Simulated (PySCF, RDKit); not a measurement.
Complex: CH4 (SMILES C) (first 5 atoms) with SO2 (SMILES O=S=O); geometry from B3LYP-D3(BJ)/def2-TZVP, rigid monomers moved along the line of their centres of mass till C1···S7 is 3.10 Å.
(charge 0, multiplicity 1):
```tsv
atom	x (Å)	y (Å)	z (Å)
C	-0.0076	0.0600	-0.0571
H	-0.0963	1.0543	0.3784
H	-0.7896	-0.5861	0.3394
H	-0.1105	0.1292	-1.1388
H	0.9709	-0.3594	0.1792
O	0.1577	1.2228	3.1291
S	0.3992	-0.1899	3.0069
O	-0.7197	-1.0921	3.0587
```

Counterpoise-corrected where a basis set is named; no monomer relaxation. Rows marked so take none. RDKit's UFF carries no charges.

Rows in 3-21G, 6-31G* carry no dispersion term and start afresh at each structure (6-31G* with six Cartesian d functions).

Programs: PySCF for 3-21G rows, 6-31G* rows; RDKit for the force fields. Values without a source in brackets are computed.

Problem. One of these levels gives 11.6 kJ/mol for the interaction energy. Which one is it?
A) HF/6-31G*
B) UFF
C) MMFF94
D) HF/3-21G (no counterpoise)

Solution. A, HF/6-31G*. The others give 19.2 (MMFF94), 7.2 (UFF), -2.0 (HF/3-21G (no counterpoise))
